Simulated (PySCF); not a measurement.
A GIAO shielding run with PySCF 2.14.0 with density-fitted response routines (density fitting, non-relativistic, gas phase) on SMILES CC[C@H](C)CS(=O)(=O)Cl, C₅H₁₁ClO₂S:

```
$ OMP_NUM_THREADS=1 python probes_run.py task.json out

{"job": {"kind": "nmr", "xc": "PBE0", "basis": "pcSseg-1"}, "charge": 0, "multiplicity": 1}
C     -2.206395     1.145404     0.087420
C     -1.586236    -0.242081     0.204776
C     -0.181279    -0.340711    -0.408050
C      0.310064    -1.785362    -0.407675
C      0.808193     0.535087     0.338322
S      2.399482     0.386305    -0.502264
O      2.240419     0.406276    -1.919064
O      3.223762    -0.617913     0.086381
Cl     3.256111     2.172486    -0.000081
H     -3.244699     1.115634     0.408339
H     -1.685796     1.869488     0.708880
H     -2.179109     1.488634    -0.943987
H     -2.227347    -0.958008    -0.312314
H     -1.542790    -0.536862     1.255112
H     -0.221011     0.014657    -1.442783
H     -0.386815    -2.422607    -0.946627
H      0.401697    -2.160453     0.609509
H      1.282064    -1.855249    -0.888169
H      0.550879     1.588258     0.301045
H      0.983658     0.207694     1.358499
```

Hardware: 1 thread of an Arm Neoverse V1, shared host. The job also computes population analyses, field gradients.

(1) How large is the calculation?

(2) How long does it take, and how much memory does it need?

## Answers

(1) 90 electrons, 222 basis functions and 1197 auxiliary functions.

(2) 61 s of wall time, with 14 SCF cycles and 5 response iterations; peak memory 1.1 GiB. Times on a shared host scatter by some tens of per cent.
